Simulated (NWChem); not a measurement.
System: C2H6O2Si; SMILES O1C[SiH2]OC1

Input file for NWChem:

```
start job
memory heap 200 mb stack 900 mb global 1100 mb
geometry units angstroms noautosym nocenter noautoz
  C     -0.875837    -1.133970     0.130954
  O      0.441978    -1.352467    -0.320548
  C      1.290681    -0.300479     0.160733
  Si     0.127793     1.211214    -0.054179
  O     -1.255538     0.221140    -0.063403
  H     -1.537117    -1.798065    -0.463881
  H     -0.968514    -1.386993     1.220614
  H      1.572801    -0.455938     1.232288
  H      2.217239    -0.305187    -0.444765
  H      0.125928     2.178927     1.095510
  H      0.264404     1.958755    -1.348586
end
basis spherical
  C library cc-pvtz
  O library cc-pvtz
  Si library cc-pvtz
  H library cc-pvtz
end
dft
  xc hfexch
  iterations 150
  semidirect filesize 400000000
end
property
  efieldgrad
end
task dft property
```

Excerpt of the output:

```
             Northwest Computational Chemistry Package (NWChem) 7.3.0
             --------------------------------------------------------

                             Geometry "geometry" -> ""
                             -------------------------

 Output coordinates in angstroms (scale by  1.889725989 to convert to a.u.)

  No.       Tag          Charge          X              Y              Z
 ---- ---------------- ---------- -------------- -------------- --------------
    1 C                    6.0000    -0.87583700    -1.13397000     0.13095400
    2 O                    8.0000     0.44197800    -1.35246700    -0.32054800
    3 C                    6.0000     1.29068100    -0.30047900     0.16073300
    4 Si                  14.0000     0.12779300     1.21121400    -0.05417900
    5 O                    8.0000    -1.25553800     0.22114000    -0.06340300
    6 H                    1.0000    -1.53711700    -1.79806500    -0.46388100
    7 H                    1.0000    -0.96851400    -1.38699300     1.22061400
    8 H                    1.0000     1.57280100    -0.45593800     1.23228800
    9 H                    1.0000     2.21723900    -0.30518700    -0.44476500
   10 H                    1.0000     0.12592800     2.17892700     1.09551000
   11 H                    1.0000     0.26440400     1.95875500    -1.34858600

 Effective nuclear repulsion energy (a.u.)     246.8533036831

  xc_inp: hfexch multiplicative factor not found.
                              NWChem Property Module
                              ----------------------

  itol2e modified to match energy
  convergence criterion.

                                 NWChem DFT Module
                                 -----------------

 Summary of "ao basis" -> "ao basis" (spherical)
 ------------------------------------------------------------------------------
       Tag                 Description            Shells   Functions and Types
 ---------------- ------------------------------  ------  ---------------------
 C                          cc-pvtz                 10       30   4s3p2d1f
 O                          cc-pvtz                 10       30   4s3p2d1f
 Si                         cc-pvtz                 12       34   5s4p2d1f
 H                          cc-pvtz                  6       14   3s2p1d

  itol2e modified to match energy
  convergence criterion.

            General Information
            -------------------
          SCF calculation type: DFT
          Wavefunction type:  closed shell.
          No. of atoms     :    11
          No. of electrons :    48
           Alpha electrons :    24
            Beta electrons :    24
          Charge           :     0
          Spin multiplicity:     1
          Use of symmetry is: off; symmetry adaption is: off
          Maximum number of iterations: 150
          AO basis - number of functions:   238
                     number of shells:    88
          Convergence on energy requested:  1.00D-07
          Convergence on density requested:  1.00D-05
          Convergence on gradient requested:  5.00D-04

              XC Information
              --------------
                     Hartree-Fock (Exact) Exchange  1.000

      Superposition of Atomic Density Guess
      -------------------------------------

 Sum of atomic energies:        -516.74215168

      Non-variational initial energy
      ------------------------------

 Total energy =    -519.092377
 1-e energy   =   -1201.785101
 2-e energy   =     435.839421
 HOMO         =      -0.319615
 LUMO         =       0.034480

------------------------------------------------------------
EAF file 0: "./job.aoints.0" size=1624244224 bytes
------------------------------------------------------------
               write      read    awrite     aread      wait
               -----      ----    ------     -----      ----
     calls:     3098         0         0         0         0
   data(b): 1.62e+09  0.00e+00  0.00e+00  0.00e+00
   time(s): 0.00e+00  0.00e+00  0.00e+00  0.00e+00  0.00e+00
rate(mb/s): 0.00e+00  0.00e+00
------------------------------------------------------------

   convergence    iter        energy       DeltaE   RMS-Dens  Diis-err
 ---------------- ----- ----------------- --------- --------- ---------
 d= 0,ls=0.0,diis     1   -517.9013584889 -7.65D+02  1.97D-03  7.49D-01
 d= 0,ls=0.0,diis     2   -517.9743932861 -7.30D-02  7.04D-04  2.41D-01
 d= 0,ls=0.0,diis     3   -517.9952325397 -2.08D-02  2.61D-04  9.38D-03
 d= 0,ls=0.0,diis     4   -517.9966685938 -1.44D-03  6.18D-05  3.67D-04
 d= 0,ls=0.0,diis     5   -517.9967310131 -6.24D-05  1.85D-05  4.25D-05
  Resetting Diis
 d= 0,ls=0.0,diis     6   -517.9967377816 -6.77D-06  6.53D-06  3.66D-06
 d= 0,ls=0.0,diis     7   -517.9967385210 -7.39D-07  2.37D-06  5.41D-07
 d= 0,ls=0.0,diis     8   -517.9967385982 -7.72D-08  7.28D-07  2.06D-07

         Total DFT energy =     -517.996738598237
      One electron energy =    -1205.273742249431
           Coulomb energy =      489.869916939619
    Exchange-Corr. energy =      -49.446216971475
 Nuclear repulsion energy =      246.853303683051

 Numeric. integr. density =        0.000000000000

                       DFT Final Molecular Orbital Analysis
                       ------------------------------------

 Vector   22  Occ=2.000000D+00  E=-4.671140D-01
              MO Center=  4.2D-01,  5.0D-01,  1.2D-01, r^2= 3.9D+00
   Bfn.  Coefficient  Atom+Function         Bfn.  Coefficient  Atom+Function
  ----- ------------  ---------------      ----- ------------  ---------------
    40      0.207837   2 O  pz              101      0.195619   4 Si pz
   212      0.187014  10 H  s                43      0.176964   2 O  pz
    37      0.161936   2 O  pz              198      0.141204   9 H  s
   213      0.129086  10 H  s               211      0.113493  10 H  s
    69     -0.109725   3 C  py              226     -0.109881  11 H  s

 Vector   23  Occ=2.000000D+00  E=-4.338468D-01
              MO Center= -5.5D-01, -2.3D-02, -4.1D-02, r^2= 3.4D+00
   Bfn.  Coefficient  Atom+Function         Bfn.  Coefficient  Atom+Function
  ----- ------------  ---------------      ----- ------------  ---------------
   134      0.293748   5 O  pz              137      0.249825   5 O  pz
   131      0.227079   5 O  pz              170     -0.185599   7 H  s
   156      0.145233   6 H  s                10     -0.131414   1 C  pz
   101     -0.128440   4 Si pz               40      0.126551   2 O  pz
   226      0.122806  11 H  s               227      0.119395  11 H  s

[...]

          -----------------------
          Electric field gradient
          -----------------------

 1 a.u. = 0.324123 10**(16) esu/cm**3  ( or statvolts/cm**2 ) = 0.97174 10**(22) v/m**2

 ------------------------------------------------------------
   Atom      X         Y         Z
 ------------------------------------------------------------
    1 C   -1.65509  -2.14289   0.24747
 ------------------------------------------------------------

 Electric field gradient in molecular frame (a.u.)
         XX             YY             ZZ             XY             XZ             YZ
 ------------------------------------------------------------------------------------------
       -0.131538      -0.165454       0.296992       0.206239       0.147338       0.082026

 Principal components (a.u.) and orientation
 of principal axis w.r.t. absolute frame                      Asymmetry parameter eta
 --------------------------------------------------------------------------------------
        0.382138      -0.358072      -0.024066                       0.874045

        0.364267      -0.695082       0.619814
        0.270674       0.715829       0.643681
        0.891092       0.066704      -0.448894

 ------------------------------------------------------------
   Atom      X         Y         Z
 ------------------------------------------------------------
    2 O    0.83522  -2.55579  -0.60575
 ------------------------------------------------------------

 Electric field gradient in molecular frame (a.u.)
         XX             YY             ZZ             XY             XZ             YZ
 ------------------------------------------------------------------------------------------
       -1.578373       0.260436       1.317936      -0.892287       0.302660      -0.920853

 Principal components (a.u.) and orientation
 of principal axis w.r.t. absolute frame                      Asymmetry parameter eta
 --------------------------------------------------------------------------------------
        1.998569      -1.941655      -0.056915                       0.943045

        0.203397       0.923238      -0.325977
       -0.537857       0.383561       0.750727
        0.818132       0.022634       0.574585

 ------------------------------------------------------------
   Atom      X         Y         Z
 ------------------------------------------------------------
    3 C    2.43903  -0.56782   0.30374
 ------------------------------------------------------------

 Electric field gradient in molecular frame (a.u.)
         XX             YY             ZZ             XY             XZ             YZ
 ------------------------------------------------------------------------------------------
        0.012646      -0.083874       0.071228      -0.307723      -0.108328      -0.133355

 Principal components (a.u.) and orientation
 of principal axis w.r.t. absolute frame                      Asymmetry parameter eta
 --------------------------------------------------------------------------------------
       -0.408583       0.275991       0.132592                       0.350966

        0.610358       0.754634      -0.240814
        0.716847      -0.655561      -0.237424
        0.337036       0.027713       0.941084

 ------------------------------------------------------------
   Atom      X         Y         Z
 ------------------------------------------------------------
    4 Si   0.24149   2.28886  -0.10238
 ------------------------------------------------------------

 Electric field gradient in molecular frame (a.u.)
         XX             YY             ZZ             XY             XZ             YZ
 ------------------------------------------------------------------------------------------
       -0.464713       0.280067       0.184646      -0.224094      -0.006288      -0.043291

 Principal components (a.u.) and orientation
 of principal axis w.r.t. absolute frame                      Asymmetry parameter eta
 --------------------------------------------------------------------------------------
       -0.527379       0.351896       0.175483                       0.334508

        0.962937      -0.255667      -0.085942
        0.268580       0.938209       0.218243
        0.024834      -0.233236       0.972103

 ------------------------------------------------------------
   Atom      X         Y         Z
 ------------------------------------------------------------
    5 O   -2.37262   0.41789  -0.11981
 ------------------------------------------------------------

 Electric field gradient in molecular frame (a.u.)
         XX             YY             ZZ             XY             XZ             YZ
 ------------------------------------------------------------------------------------------
        0.354388      -1.595586       1.241198      -0.053217      -0.083262       0.365869

 Principal components (a.u.) and orientation
 of principal axis w.r.t. absolute frame                      Asymmetry parameter eta
 --------------------------------------------------------------------------------------
       -1.642911       1.296099       0.346812                       0.577807

        0.021209      -0.094464       0.995302
        0.991903       0.126673      -0.009114
       -0.125217       0.987436       0.096385

 ------------------------------------------------------------
   Atom      X         Y         Z
 ------------------------------------------------------------
    6 H   -2.90473  -3.39785  -0.87661
 ------------------------------------------------------------

 Electric field gradient in molecular frame (a.u.)
         XX             YY             ZZ             XY             XZ             YZ
 ------------------------------------------------------------------------------------------
       -0.013021      -0.010262       0.023283      -0.131580      -0.120246      -0.121031

 Principal components (a.u.) and orientation
 of principal axis w.r.t. absolute frame                      Asymmetry parameter eta
 --------------------------------------------------------------------------------------
       -0.249809       0.130012       0.119798                       0.040887

        0.601373      -0.288397      -0.745102
        0.598022      -0.455957       0.659146
        0.529830       0.841980       0.101732

 ------------------------------------------------------------
   Atom      X         Y         Z
 ------------------------------------------------------------
    7 H   -1.83023  -2.62104   2.30663
 ------------------------------------------------------------

 Electric field gradient in molecular frame (a.u.)
         XX             YY             ZZ             XY             XZ             YZ
 ------------------------------------------------------------------------------------------
        0.114513       0.099525      -0.214038      -0.003238       0.027526       0.077173

 Principal components (a.u.) and orientation
 of principal axis w.r.t. absolute frame                      Asymmetry parameter eta
 --------------------------------------------------------------------------------------
       -0.234178       0.120193       0.113985                       0.026509

       -0.078752       0.657913       0.748965
       -0.225342       0.720104      -0.656255
        0.971092       0.220454      -0.091546

 ------------------------------------------------------------
   Atom      X         Y         Z
 ------------------------------------------------------------
    8 H    2.97216  -0.86160   2.32869
 ------------------------------------------------------------

 Electric field gradient in molecular frame (a.u.)
         XX             YY             ZZ             XY             XZ             YZ
 ------------------------------------------------------------------------------------------
        0.102574       0.115912      -0.218486       0.000022      -0.090790       0.051018

 Principal components (a.u.) and orientation
 of principal axis w.r.t. absolute frame                      Asymmetry parameter eta
 --------------------------------------------------------------------------------------
       -0.249061       0.137524       0.111537                       0.104341

        0.247745       0.711883       0.657149
       -0.134140      -0.646557       0.750980
        0.959494      -0.274202      -0.064690

 ------------------------------------------------------------
   Atom      X         Y         Z
 ------------------------------------------------------------
    9 H    4.18997  -0.57672  -0.84048
 ------------------------------------------------------------

 Electric field gradient in molecular frame (a.u.)
         XX             YY             ZZ             XY             XZ             YZ
 ------------------------------------------------------------------------------------------
       -0.147691       0.133673       0.014018      -0.009574       0.181433      -0.009292

 Principal components (a.u.) and orientation
 of principal axis w.r.t. absolute frame                      Asymmetry parameter eta
 --------------------------------------------------------------------------------------
       -0.265492       0.145787       0.119705                       0.098242

        0.838875      -0.375183       0.394369
        0.007452       0.732358       0.680879
       -0.544273      -0.568233       0.617152

[...]
```

Level: Hartree-Fock/cc-pVTZ. All runs use the structure optimised with PBE-D3(BJ)/def2-SVP. NWChem prints the field gradient with the sign opposite to the second derivative of the potential.
